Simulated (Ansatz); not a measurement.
GeH6O2Si can be A, `[OH][GeH2][O][SiH3]`, or B, `O[SiH2][GeH2][OH]`.

Computed with Ansatz on PBE0-D4/def2-TZVP structures; ΔE is electronic, products minus reactants. CCSD(T)/CBS is the MP2 limit (def2-TZVPP, def2-QZVPP) plus CCSD(T) − MP2 in def2-TZVPP, frozen cores. DFT in def2-TZVPP. B3LYP here is the variant with VWN-RPA as its local correlation; programs differ in this. For Ge outer-core shells are correlated without core-valence functions, which leaves a few kJ/mol of doubt a bond. Scalar relativity is left out up to krypton. One conformer a species, not always the lowest.

A:

Z-matrix (Å, degrees):
```
Ge
O 1 1.769
O 1 1.771 2 108.9
H 1 1.530 2 110.0 3 -114.4
H 1 1.534 2 105.0 3 119.8
Si 2 1.638 1 134.0 3 55.1
H 3 0.960 1 113.2 2 67.9
H 6 1.490 2 110.9 1 36.0
H 6 1.487 2 110.9 1 -84.7
H 6 1.485 2 108.1 1 155.8
```

B:

```xyz
10

O     0.294   -2.125    1.178
Si    0.469   -1.205   -0.184
Ge   -0.571    0.932    0.077
O     0.026    1.894   -1.313
H     0.738   -1.830    1.974
H    -0.186   -1.970   -1.272
H     1.904   -0.987   -0.521
H    -2.117    0.898    0.039
H    -0.162    1.639    1.395
H    -0.395    2.754   -1.373
```

Problem. Which isomer does CCSD(T)/CBS put lower? Give the gap. (An estimate is asked.)

Solution. The calculation gave: A, by 56.2 kJ/mol.

Problem. Give E(B) − E(A) in kJ/mol with CCSD(T)/def2-TZVPP, PBE0-D4, B3LYP, r2SCAN-D4, HF/def2-TZVPP, B2PLYP, PBE-D4. (Best estimate.)

Solution. Ansatz gave: CCSD(T)/def2-TZVPP 61.8, PBE0-D4 42.3, B3LYP 52.3, r2SCAN-D4 51.5, HF/def2-TZVPP 79.2, B2PLYP 59.8, PBE-D4 36.1. None reverses the order clearly.

Largest T1 diagnostic: 0.012.

From PBE to PBE0 (25 % exact exchange), in def2-TZVPP and without D4, E(B) − E(A) moves by +6.3 kJ/mol. In def2-TZVPP, CCSD(T) changes the Hartree–Fock value by −17.4 kJ/mol (the triples alone add −1.1 kJ/mol) and MP2 by −13.0 kJ/mol.
